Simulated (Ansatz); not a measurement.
Total energies of the cluster K2H2 (the lowest singlet isomer of a short search) from Ansatz at PBE-D4/def2-TZVP, gas phase (1 Eh = 27.2114 eV = 2625.5 kJ/mol). The reference geometry is relaxed at r2SCAN-D4/def2-TZVP.

```csv
atom,x (Å),y (Å),z (Å)
K1,1.3826,0.7345,0.8783
K2,-1.3818,-0.7350,-0.8792
H3,0.1225,-1.4122,0.9910
H4,-0.1234,1.4127,-0.9901
```

| state | geometry | energy (Eh) |
| --- | --- | --- |
| charge 0 singlet | reference | -1200.56518 |
| charge 1 doublet | reference | -1200.34173 |
| charge 1 doublet | relaxed at r2SCAN-D4/def2-TZVP | -1200.38587 |
| charge 0 triplet | relaxed at r2SCAN-D4/def2-TZVP | -1200.55064 |
| charge 0 quintet | relaxed at r2SCAN-D4/def2-TZVP | -1200.39432 |
| free K atom (doublet) | – | -599.69080 |
| free H atom (doublet) | – | -0.49962 |

(1) Work out the vertical ionisation energy to the doublet.

(2) How much does the charge 1 doublet relax, and what is the adiabatic ionisation energy?

(3) Which of the charge 0 states is lowest, and how far above it are the others?

(4) What is the binding energy per atom against free atoms?

(1) E(charge 1 doublet) − E(charge 0 singlet) = -1200.34173 − (-1200.56518) = 0.22345 Eh = 6.08 eV. For comparison, −ε of the highest occupied level is 3.31 eV at this level, 2.77 eV less.

(2) Relaxation: -1200.34173 − (-1200.38587) = 0.04414 Eh = 1.20 eV. Adiabatic ionisation energy: 0.17931 Eh = 4.88 eV, without zero-point energy. In the charge 1 doublet, H3 and H4 lie 0.92 Å apart (atoms count from 1), so these atoms are partly bonded to each other.

(3) The singlet. triplet: -1200.55064 − (-1200.56518) = 0.01454 Eh = 38.2 kJ/mol; quintet: -1200.39432 − (-1200.56518) = 0.17086 Eh = 448.6 kJ/mol. The triplet differs in its bonds from the reference. The quintet differs in its bonds from the reference.

(4) Atoms: 2 × (-599.69080) + 2 × (-0.49962) = -1200.38084 Eh. Binding: -1200.38084 − (-1200.56518) = 0.18434 Eh = 5.02 eV, or 1.25 eV for each of 4 atoms (no zero-point energy, no counterpoise term).

The structure comes from a short search, and lower isomers may exist.
